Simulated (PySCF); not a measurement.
Molecule (SMILES): FS(=O)F.
Geometry (B3LYP-D3(BJ)/def2-TZVP, fixed):
```
S
O 1 1.4239
F 1 1.6063 2 106.51
F 1 1.6063 2 106.51 3 98.37
```

Basis-set convergence of the lowest singlet excitation energy at PBE0 with PySCF. Tamm-Dancoff approximation; the state is taken by its order, and sets in which it differs in degeneracy or brightness are left out, yet its character can still change. All functions are spherical. Density fitting with generated auxiliary sets. No added dispersion term, no relativity. Reference: the value in aug-pcseg-2, 6.723 eV, itself unsure by roughly 0.004 eV (its distance from aug-cc-pV(T+d)Z). Deviations are taken from unrounded values. Cost is core time over that of cc-pV(D+d)Z, rough, on shared machines of one kind; a dash marks a row that isn't timed (too short, read off another run, short of memory, by another algorithm or on other hardware).

```
basis            functions  lowest singlet excitation energy (eV)  minus reference (eV)  cost
---------------  ---------  -------------------------------------  --------------------  ----
STO-3G                  24                                  6.336                -0.387     -
6-31G                   40                                  6.422                -0.301     -
pcseg-0                 40                                  6.473                -0.250     -
cc-pV(D+d)Z             65                                  6.807                 0.084    1×
aug-pcseg-1             96                                  6.680                -0.043    3×
6-311++G(2d,2p)        116                                  6.691                -0.032    3×
pcseg-2                124                                  6.773                 0.050    4×
cc-pV(T+d)Z            129                                  6.805                 0.082    4×
jun-cc-pV(T+d)Z        165                                  6.718                -0.005    8×
def2-TZVPD             166                                  6.720                -0.003   10×
def2-TZVPPD            171                                  6.716                -0.006   10×
def2-QZVPP             241                                  6.750                 0.027   20×
pcseg-3                244                                  6.746                 0.024   20×
```
